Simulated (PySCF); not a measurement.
**Static response to an electric field**

C5H3OPS.
Cartesian coordinates in Å at the GFN2-xTB level; atoms count from 1:
```
atom  x, y, z in Å
O1     2.8562    1.6316   -1.1884
C2     2.4532    0.6998   -0.6237
P3     2.1029   -0.6839    0.1942
C4     0.2960   -0.4806    0.2465
C5    -0.4590    0.5921   -0.3047
C6    -1.7877    0.4431   -0.0970
S7    -2.1585   -0.9960    0.7692
C8    -0.4962   -1.4099    0.8558
H9    -0.0228    1.4251   -0.8268
H10   -2.5833    1.0942   -0.4001
H11   -0.1954   -2.3127    1.3490
```

Level: B3LYP/def2-SVPD (PySCF), static field, nuclei fixed, core orbitals frozen in the response. The polarisability tensor in these axes (au):

```
x   136.36  15.63 -15.65
y    15.63  99.96 -22.58
z   -15.65 -22.58  77.42
```

Question: Diagonalise the tensor; give its mean and Δα, where Δα² is half the sum of the squared differences of the eigenvalues.

Answer: Principal values 63.05, 101.05 and 149.63 au; mean 104.58 au = 15.50 Å³ = 17.24 × 10⁻⁴⁰ C²·m²/J; Δα = 75.17 au (72 % of the mean).

Question: What is the dipole moment, and where does it point?

Answer: (-1.30, -0.35, 0.31) D, 1.39 D in size, pointing from the negative to the positive side. Measured along this direction, the outermost atoms are O1 at the negative end and S7 at the positive end.

Question: How large is μ²/3kT at 400 K beside α?

Answer: In Gaussian units μ²/3kT = 11.58 Å³ against 15.50 Å³, a ratio of 0.75; the Debye molar polarisation (4π/3)N_A(α + μ²/3kT) is 68.3 cm³/mol, leaving out the vibrational part.

Question: What molar refraction does this α imply?

Answer: Lorentz–Lorenz: R = (4π/3)N_A α = 2.5225 cm³/(mol·Å³) × 15.50 Å³ = 39.1 cm³/mol, in the limit of long wavelengths.

Question: What are the principal values of the traceless quadrupole moment, Θ = ½Σq(3rr − r²1), about the centre of nuclear charge?

Answer: -4.08, -4.00, 8.07 D·Å. The values depend on the origin, since the dipole doesn't vanish. The electronic extent ⟨r²⟩ about the same centre is 1450 bohr², a root-mean-square distance of 2.37 Å for the 72 electrons.

The structure is a single GFN2-xTB conformer in the gas phase; no vibrational or solvent corrections.
